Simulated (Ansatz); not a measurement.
System: C4H4NS, charge 0, multiplicity 2. It need not be the lowest isomer of its formula. SMILES: Nc1[c]scc1
Structure (B3LYP-D3(BJ)/def2-TZVP (Ansatz, a first-principles code) minimum search):
```
C
N 1 1.3464
H 2 1.0053 1 122.64
H 2 1.0072 3 119.46 1 -180.00
C 1 1.4380 2 123.58 3 0.00
C 5 1.3542 1 111.08 2 180.00
H 6 1.0801 5 127.20 1 180.00
H 5 1.0819 6 124.33 7 0.00
C 1 1.4392 2 119.22 3 -180.00
S 9 1.6850 1 105.33 2 180.00
```
Charge 0, spin multiplicity 2.

Property: atomisation energy (electronic, to ground-state atoms), in kcal/mol. Correlated levels leave the core frozen unless marked. Open shells are spin-unrestricted. No spin-orbit coupling. Non-relativistic. The coupled-cluster limit lacks core correlation, which all-electron functionals hold. CBS(X,Y): correlation extrapolated as X^-3; Hartree-Fock from the larger set.

```csv
level,program,atomisation energy (kcal/mol)
BHLYP-D3(BJ)/def2-TZVPD,Ansatz + dftd3,970.0
BHLYP-D4/def2-TZVPD,Ansatz + dftd4,968.8
```

What does CCSD(T)/CBS(cc-pV(T+d)Z,cc-pV(Q+d)Z) (Ansatz) give?

1005.1 kcal/mol
